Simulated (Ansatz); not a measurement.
`OB1N=CO1` and `FCB1N=CO1` differ in one atom or group.

Ansatz, PBE0-D4/def2-TZVP geometries, multiplicity 1. Each molecule was computed in one conformer, which needn't be the lowest.

```tsv
property	`OB1N=CO1`
HOMO–LUMO gap (B3LYP/def2-TZVPP) / eV	6.57
HOMO–LUMO gap (ωB97M-V/def2-TZVPP) / eV	11.68
LUMO energy (PBE0/def2-TZVPP) / eV	-1.17
HOMO energy (B3LYP/def2-TZVPP) / eV	-8.01
HOMO energy (ωB97M-V/def2-TZVPP) / eV	-10.60
LUMO energy (PBE/def2-TZVPP) / eV	-2.25
```

Q: Give the same properties after the change, and the shifts. (Estimate.)

A: Ansatz gave: 
| property | `FCB1N=CO1` | shift |
| --- | --- | --- |
| HOMO–LUMO gap (B3LYP/def2-TZVPP) / eV | 6.08 | -0.49 |
| HOMO–LUMO gap (ωB97M-V/def2-TZVPP) / eV | 11.16 | -0.52 |
| LUMO energy (PBE0/def2-TZVPP) / eV | -1.91 | -0.74 |
| HOMO energy (B3LYP/def2-TZVPP) / eV | -8.27 | -0.26 |
| HOMO energy (ωB97M-V/def2-TZVPP) / eV | -10.87 | -0.27 |
| LUMO energy (PBE/def2-TZVPP) / eV | -3.00 | -0.75 |

With PBE0 the HOMO falls by 0.24 eV and the LUMO falls by 0.74 eV, so the gap narrows by about 0.50 eV. PBE moves the HOMO by -0.19 eV and ωB97M-V by -0.27 eV.

B3LYP here is the variant with VWN-RPA as its local correlation; programs differ in this.
